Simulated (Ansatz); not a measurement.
Calculated with Ansatz (gas phase, PBE0-D4/def2-TZVP geometries, no zero-point term in ΔE). CBS: MP2 limit from def2 TZ/QZ plus the TZ coupled-cluster correction, frozen cores. DFT in def2-TZVPP. No spin–orbit coupling; open shells (•) take unrestricted orbitals. Each species was taken in one conformer, which may not be the lowest.

Reaction (homolysis of the C–Si bond): `COC[SiH2]C` → `[CH2]OC`• + `C[SiH2]`•

CCSD(T)/CBS gives +3.58 eV.

(1) Another level gave +3.03 eV. Which?
A. PBE-D4/def2-TZVPP
B. BHLYP/def2-TZVPP
C. BLYP/def2-TZVPP
D. LC-ωPBE/def2-TZVPP

Largest T1 diagnostic among the species: 0.016.

Results:

(1) C. BLYP 3.03, LC-ωPBE 3.29, BHLYP 3.20, PBE-D4 3.35 eV.

At CCSD(T), def2-SVP lies −0.24 eV from the extrapolated value and def2-TZVPP −0.10 eV: correlation converges slowly with the basis, and small sets miss more of it in the bonded molecule than in its fragments. From BLYP to BHLYP (50 % exact exchange), in def2-TZVPP and without D4, ΔE moves by +0.17 eV. Leaving LDA and LC-ωPBE aside and taking each functional with its dispersion term where it has one, the values, not all of them listed here, spread over 0.35 eV, from r2SCAN-D4 to ωB97M-V. LDA lies +0.60 eV from PBE without D4, its usual overbinding.

CCSD(T)/CBS has its own doubt, a few kJ/mol and more with outer-core shells, so smaller differences from it don't rank the levels.
